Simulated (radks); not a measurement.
Values are calculated unless marked as measured or tabulated.
How relativity changes the ionisation of the caesium ion Cs53+ ([He]) to Cs54+ (1s1). Spin-unpolarised spherical Kohn-Sham, PBE, point nucleus unless stated (finite: rms radius 4.8041 fm), a radial shooting solver on a logarithmic mesh with Libxc functionals. A level marked "c x" has the speed of light scaled by that factor.

level                        E(Cs53+) (hartree)  E(Cs54+) (hartree)  IE (eV)   HOMO  <r> HOMO (bohr)
non-rel.                             -2990.0770          -1509.3020    40294     1s          0.02747
scalar-rel.                          -3120.7514          -1575.5829    42046     1s          0.02595
scalar-rel., finite nucleus          -3120.4925          -1575.4520    42043     1s          0.02596
Dirac                                -3120.7514          -1575.5829    42046  1s1/2          0.02595
Dirac, finite nucleus                -3120.4925          -1575.4520    42043  1s1/2          0.02595
Dirac, c x 1.5                       -3045.3760          -1537.3457    41036  1s1/2          0.02681
Dirac, c x 2                         -3020.6789          -1524.8202    40704  1s1/2          0.02711
Dirac, c x 5                         -2994.8899          -1511.7424    40358  1s1/2          0.02742

NIST Atomic Spectra Database: 41861.1 eV (theoretical). The relativistic part of the total energy of Cs53+ is -130.4 hartree (Dirac, finite nucleus), 4.4 % of the non-relativistic value. Spin polarisation and multiplet splitting of open shells are left out at every level.

Beside tabulated values, note that relativity, absent from the non-relativistic runs, is large for the heavy elements, and spin-unpolarised runs miss the spin-polarisation part of the exchange energy of open shells.
